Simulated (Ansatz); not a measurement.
Z-matrix (Å, degrees):
```
C
F 1 1.340
C 1 1.537 2 108.5
F 1 1.350 2 108.6 3 -118.2
H 1 1.092 2 109.2 3 122.4
F 3 1.346 1 107.7 2 67.2
F 3 1.346 1 108.4 2 -49.4
C 3 1.534 1 115.3 2 -168.7
F 8 1.360 3 107.9 1 178.0
C 8 1.529 3 115.9 1 -61.2
H 8 1.094 3 108.2 1 59.6
F 10 1.329 8 109.5 3 -179.9
F 10 1.326 8 112.7 3 -59.3
F 10 1.340 8 110.0 3 61.6
```

The species carries charge 0 and has multiplicity 1.

**Question.** List the B3LYP/def2-TZVPP orbital energies in eV (the Gaussian-basis code of Ansatz). (Estimate.)

**Answer.** Ansatz gave: Occupied: -673.62, -673.46, -673.44, -673.07, -673.01, -673.01, -672.90, -672.82, -284.68, -282.74, -282.36, -280.91, -37.04, -35.85, -35.26, -34.62, -34.51, -34.29, -33.94, -33.81, -23.31, -21.43, -19.81, -18.74, -17.54, -17.48, -17.28, -16.86, -16.57, -16.25, -15.78, -15.58, -14.97, -13.97, -13.89, -13.63, -13.28, -13.08, -12.81, -12.78, -12.71, -12.50, -12.30, -12.19, -12.11, -12.01, -11.14, -10.83, -9.99. Lowest empty: 0.19, 0.89, 1.13, 1.54, 2.20, 2.73, 3.44, 3.77.

B3LYP here is the variant with VWN-RPA as its local correlation; programs differ in this.
